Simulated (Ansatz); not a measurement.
The same path of ClH5InNOSi (10 atoms, charge 0, multiplicity 1) was run twice with different band settings. Lost on the way: Si5–H8. Made: In2–Si5, In2–H9, O4–H8.

The calculation used Ansatz, RKS PBE0-D4/def2-SVP.

Relaxed end points:

```xyz
10
Properties=species:S:1:pos:R:3
N -1.499 1.712 1.770
In -0.061 0.997 0.560
Cl 1.793 2.259 -0.105
O -0.250 -0.774 -0.312
Si 0.614 -1.681 -1.393
H -1.197 2.427 2.427
H -2.038 1.005 2.265
H -0.189 -2.890 -1.747
H 1.920 -2.133 -0.815
H 0.907 -0.921 -2.650
```

```xyz
10
Properties=species:S:1:pos:R:3
N -1.188 0.790 1.535
In 0.321 0.593 0.171
Cl 1.439 2.367 -0.871
O -0.547 -0.719 -1.400
Si 0.807 -1.913 -1.080
H -1.353 1.766 1.782
H -0.982 0.299 2.405
H -1.433 -1.059 -1.220
H 1.118 -1.148 0.418
H 1.818 -0.976 -1.740
```

Common settings: movable images 5; climbing image yes; spring 5.0 eV/Å²; optimiser quadratic models (default); start path through a guess of the saddle point; iteration limit 60; end points relaxed.

| run | force threshold |
| --- | --- |
| 1 | 0.03 eV/Å |
| 2 | 0.2 eV/Å |

Q: What does each run give, and how far can it be trusted?

A: Run 1: converged after 29 iterations, highest image 3.059 eV above the first end. Neighbouring images differ by up to 1.6 eV, so the band resolves the path poorly. A vibrational analysis at the climbing image gives one clearly imaginary mode, 1514i cm⁻¹: a first-order saddle point.
Run 2: converged after 20 iterations, highest image 3.171 eV above the first end. The threshold of 0.2 eV/Å is loose, so the images may lie well off the minimum-energy path. Neighbouring images differ by up to 2.7 eV, so the band resolves the path poorly. The order of the stationary point at the top wasn't checked.
The orbitals stay closed-shell, which can raise the energy where a bond breaks towards radicals; this wasn't checked here.
